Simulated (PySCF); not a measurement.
# Orbital picture of CaIn

PBE0 at R = 3.275 Å; PySCF, spin-free X2C with a Gaussian nucleus, basis sets Ca x2c-SVPall, In x2c-SVPall. State: quartet, unpaired electrons σ ↑, π ↑↑, a second solution, started from another occupation. Only the outer orbitals are listed, counted within each symmetry.

```csv
spin,orbital,occ.,ε (eV),on Ca (%),main shells (%)
α,15σ,1,-8.93,11,89 In s
α,16σ,1,-4.89,85,"84 Ca s, 9 In p"
α,8π,1,-3.29,35,"64 In p, 21 Ca d, 14 Ca p"
α,8π,1,-3.29,35,"64 In p, 21 Ca d, 14 Ca p"
α,17σ,0,-2.01,41,"60 In p, 29 Ca p, 10 Ca s"
α,18σ,0,-1.03,95,"86 Ca d, 9 Ca p"
α,9π,0,-0.94,98,"58 Ca d, 39 Ca p"
β,15σ,1,-7.70,8,91 In s
β,16σ,0,-2.61,82,"81 Ca s, 15 In p"
β,17σ,0,-1.02,45,"55 In p, 15 Ca p, 15 Ca s"
β,8π,0,-0.82,37,"63 In p, 27 Ca d, 10 Ca p"
```

Task: Which are the highest filled and the lowest empty level, where do they sit, and how wide is the gap?

Result: Highest filled α 8π at -3.29 eV (in %: 64 In p, 21 Ca d, 14 Ca p); lowest empty β 16σ at -2.61 eV (in %: 81 Ca s, 15 In p); the gap at PBE0 is 0.68 eV.

The bond order (Mayer) is 1.31 and the ⟨S²⟩ is 3.752. The charge on Ca (Mulliken, basis-dependent) is 0.24, the charge on Ca (Löwdin, basis-dependent) is 0.17 and the dipole moment (positive dipole means Ca(−)In(+)) is -5.47 D.

Spin–orbit coupling is left out.
